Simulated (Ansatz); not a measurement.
```yaml
crystal:
  periodic: [false, false, false]
  atoms:
    - {symbol: Li, position_ang: [-0.217346, -2.121801, 0.352783]}
    - {symbol: Li, position_ang: [1.946374, 0.827852, -0.446326]}
    - {symbol: Li, position_ang: [-1.729116, 1.294005, 0.092903]}
    - {symbol: S, position_ang: [0.000088, -0.000056, 0.000650]}
basis:
  gaussian: {orbitals: def2-mTZVPP, point_charges: [{charge: 1.00, position_ang: [6.685, -0.485, -0.144]}]}
total_charge: 2
magnetization: {spin_polarized: true, initial_magnetization: 1}
hamiltonian: {xc: {name: PBEsol}}
scf: {omitted_lower_state_checks: [starts]}
output: {forces: true}
```

```sh
$ ansatz run in.yaml --threads 2 --pin off --events-out ev --progress --plain --max-ram 4352MiB
```

Output, abridged:

```
Functional definition: PBEsol
647 factors; their error is unknown
mean field evaluation 1: about -11393.3268 eV, gradient 4.1e1 eV
mean field evaluation 2: about -11389.8537 eV, gradient 4.8e1 eV
mean field evaluation 4: about -11402.8181 eV, gradient 1.0e0 eV
mean field evaluation 8: about -11402.8157 eV, gradient 2.2e-2 eV
mean field -11402.81571580 eV, -419.0457484494 hartree, gradient 2.9e-5 eV, S^2 0.752142; 0 other end points of the search recorded, 0 dependent functions left out
reference -11402.81574778 eV, -419.0457496250 hartree; 12, 11 occupied and 48, 49 virtual orbitals, 647 factors
Total energy: -11402.81574778 eV, -419.0457496250 hartree
Atom 0 at    -0.217346    -2.121801     0.352783 Å, force    -0.337840    -1.428357     0.242940 eV/Å
Atom 1 at     1.946374     0.827852    -0.446326 Å, force     0.706548     0.654205    -0.307536 eV/Å
Atom 2 at    -1.729116     1.294005     0.092903 Å, force    -1.281030     0.902252     0.062700 eV/Å
Atom 3 at     0.000088    -0.000056     0.000650 Å, force     0.212612    -0.020551    -0.013906 eV/Å
Dipole moment:    -0.089545     0.006353     0.003092 e Å
Checks for a lower state left out: starts
```

It took 1.4 s on 2 threads of Arm Neoverse V1 on a shared host.

The dipole of an ion depends on the origin.
